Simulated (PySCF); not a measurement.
# One molecule, several mistakes: AlBClGeH4

These are calculations, not measurements. They come from PySCF 2.14.0, an open-source quantum chemistry program, on an isolated molecule that a program drew, which may never have been made. The molecule is AlBClGeH4 (charge 0, doublet), drawn as the SMILES string `[BH2][GeH][AlH][Cl]`.

Each row is a Hartree-Fock (HF) and frozen-core CCSD(T) single point in the cc-pV(D+d)Z basis, meant for a local HF minimum. Run 1 is clean. Each other run has one planted mistake out of seven kinds, and not every kind appears here: one electron removed, one electron added, multiplicity raised by two, geometry at a saddle point, minimal basis STO-3G, one bond length entered in bohr, all coordinates scaled. The reference is restricted for singlets and unrestricted otherwise, and also for a bond in bohr. Adding or removing an electron swaps singlet and doublet. Electrons count all cores. HOMO and LUMO are orbital energies over both spins, the gradient is its largest component, and the lowest frequency (negative if imaginary) is given only where the gradient is small. Bond lengths are over the 7 bonds as drawn. T1 is the CCSD diagnostic: over 0.02 (restricted) or 0.045 (unrestricted) a single reference is doubtful. Germanium has the cc-pVDZ-PP basis, with a core potential (ECP10MDF) in place of its 10 inner electrons, and its 3s, 3p and 3d shells are frozen in CCSD(T).

Geometry of the clean run:
```xyz
8
AlBClGeH4, angstrom
B     0.1700    0.1361    3.2211
Ge   -0.8131   -1.1130    1.9429
Al   -1.0217   -0.8642   -0.4790
Cl   -0.0963    0.8153   -1.3836
H     0.1999   -0.0962    4.3947
H     0.7185    1.1068    2.7873
H    -1.4972   -2.3420    2.5575
H    -1.7896   -1.8524   -1.4253
```

```
run  electrons  basis functions  <S^2>  HOMO (eV)  LUMO (eV)  gradient (hartree/bohr)  lowest frequency (cm^-1)  mean bond (Å)  longest bond (Å)      T1  HF (hartree)  CCSD(T) (hartree)                     mistake
  1         71              103  0.760      -8.33      -0.28                  1.7e-05                        64         1.7287             2.444  0.0157   -1021.85649        -1022.27973                    no fault
  2         70              103  0.000     -15.64      -6.90                  4.6e-02                         -         1.7287             2.444  0.0128   -1021.57764        -1021.98363        one electron removed
  3         71              103  3.783      -6.25      -2.35                  4.9e-02                         -         1.7287             2.444  0.0272   -1021.71560        -1022.13871  multiplicity raised by two
  4         72              103  0.000      -1.63       5.35                  4.0e-02                         -         1.7287             2.444  0.0209   -1021.88836        -1022.35128          one electron added
  5         71              103  0.761      -8.29      -0.27                  1.1e-02                         -         1.7615             2.490  0.0162   -1021.85422        -1022.27857      all coordinates scaled
  6         71              103  1.419      -8.55      -0.41                  2.4e-02                         -         1.8808             2.444  0.0576   -1021.73734        -1022.16130                           ?
```

**Which mistake was planted in run 6, and what did it cost?**

The mean bond changes by a factor of 1.088 and the longest by 1.000, so the molecule wasn't scaled as a whole. A length L in bohr read as angstrom grows by (1/0.5292 - 1) L = 0.890 L. The 7 bonds together grew by 7 x 0.1521 = 1.065 Å, which gives L = 1.197 Å. That is the length of one of the B-H bonds, 1.197 Å in the clean geometry. So the mistake is: one bond length entered in bohr. Subtracting run 1 and multiplying by 627.51 kcal/mol a hartree, the energy moved by 74.8 kcal/mol in HF and 74.3 kcal/mol in CCSD(T).

Cautions from the logs. Run 4: T1 is over the limit, so its CCSD(T) energy is less reliable; run 6: T1 is over the limit, so its CCSD(T) energy is less reliable.
